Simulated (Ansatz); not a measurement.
H3Sn, SMILES [SnH3-], charge -1.

Geometry: B3LYP-D3(BJ)/def2-TZVPD. The def2 effective core potentials stand for the cores of Sn; spin–orbit coupling is left out.

Two levels are set side by side: PBE/def2-TZVPD (Ansatz, a program for electronic structure) and PBE0/def2-TZVPD (Ansatz). Energy differences of separate SCF runs at the same geometry; the states with an electron removed or added have multiplicity 2. Differences are taken from unrounded values.

| quantity | PBE |
|---|---|
| vertical ionisation energy (eV) | 2.31 |
| vertical singlet–triplet gap (eV) | 3.19 |

Question: These are the PBE values. What does PBE0 give? (The exact figures need the calculation; the answer reports its results.)

Answer: 
```tsv
quantity	PBE0	PBE minus PBE0
vertical ionisation energy (eV)	2.31	0.00
vertical singlet–triplet gap (eV)	3.27	-0.08
```
